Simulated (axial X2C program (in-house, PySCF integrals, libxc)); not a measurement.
# Low determinants of MoP at the PBE0 level, 2c

Calculated with an in-house all-electron X2C program for linear molecules (integrals from PySCF). Two-component (2c) means X2C with spin–orbit coupling and atomic mean-field two-electron Coulomb and Gaunt terms. Basis: Mo dyall-cv3z [11s12p9d5f3g], P dyall-v3z [8s7p2d1f] (cores contracted in-house); Gaussian nuclei, density fitting, unrestricted open shells. Masses: Mo 97.905 u, P 30.974 u.

Search at 2.136 Å (vertical energies from the lowest determinant):

```csv
ΔE (eV),state,electrons beyond evenly filled partner blocks,"electrons in ±ω = 1/2, 3/2, 5/2, 7/2"
0.00,Ω = 3/2,"ω = 1/2, ω = -3/2, ω = 5/2",39 15 3 0
1.25,Ω = 1/2,"ω = -1/2, ω = -3/2, ω = 5/2",39 15 3 0
1.59,Ω = 1/2,ω = 1/2,39 16 2 0
1.67,Ω = 5/2,ω = 5/2,38 16 3 0
1.81,Ω = 5/2,ω = 5/2,40 14 3 0
1.82,Ω = 3/2,ω = 3/2,40 15 2 0
1.88,Ω = 9/2,"ω = 1/2, ω = 3/2, ω = 5/2",39 15 3 0
```

Lowest determinant, Ω = 3/2 (⟨Sz⟩ = 1.50, ⟨Lz⟩ = 0.00 at PBE0): Re = 2.129 Å, ωe = 433.1 cm⁻¹.

The determinant in row 2 of the search, Ω = 1/2 (⟨Sz⟩ = 0.50, ⟨Lz⟩ = 0.00 at PBE0), was followed along the bond at PBE0; measured from the minimum of the lowest determinant it gives:

Te = 1.220 eV (9837 cm⁻¹), Re = 2.077 Å, ωe = 513.4 cm⁻¹.

**Question.** Compare the bond of the determinant in row 2 with that of the lowest one.

**Answer.** At PBE0 its Re is 0.052 Å shorter and its force constant, which goes as ωe², is 1.41 times that of the lowest determinant. This determinant mixes spin states, so it has no term energy of its own.

The search compares states at one distance, so a state with another bond length can lie lower; it is not exhaustive and yields mostly the lowest determinant of each block pattern, so other components and higher states of one pattern are missing. These are energies of single determinants, not of spin-adapted states; PBE0 term energies can be off by some tenths of an eV, and the functional has no current term.
